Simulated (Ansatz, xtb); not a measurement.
# Relaxing a trial structure of C2HSe

The starting geometry of this gas-phase doublet was built from a drawn formula by distance geometry and a force field; its bonds are those of `[C]=C[Se]`.

```xyz
4

C    -2.5572   -0.0760   -0.9126
C    -2.8706   -0.6027    0.2804
Se   -3.9520   -1.9979    0.4542
H    -2.4999   -0.1407    1.1877
```

Q: Where would you expect an optimisation with r2SCAN-D4/def2-SVP to take it?

A: It rearranges to `[C]1=C[Se]1`. Contacts that close: C1–Se3 (2.74 → 2.08 Å).

The energy falls by 0.96 eV over 8 steps:

```
step  E − E(last) (eV)
   1             0.960
   2             0.936
   3             0.382
   4             0.071
   5             0.031
   6             0.002
   7             0.000
   8             0.000
```

Final geometry (Å):

| atom | x (Å) | y (Å) | z (Å) |
| --- | --- | --- | --- |
| C | -2.8254 | -0.4539 | -0.8953 |
| C | -2.7724 | -0.4537 | 0.4383 |
| Se | -3.8955 | -1.9170 | 0.1181 |
| H | -2.3863 | 0.0074 | 1.3487 |

From the same start GFN2-xTB reaches the same bonding as this run.

No frequencies were run, so the end isn't proven a minimum. Open shells are spin-unrestricted. Run with Ansatz 0.2.0, 27 s on 2 threads of Arm Neoverse V2, with other jobs on the host.
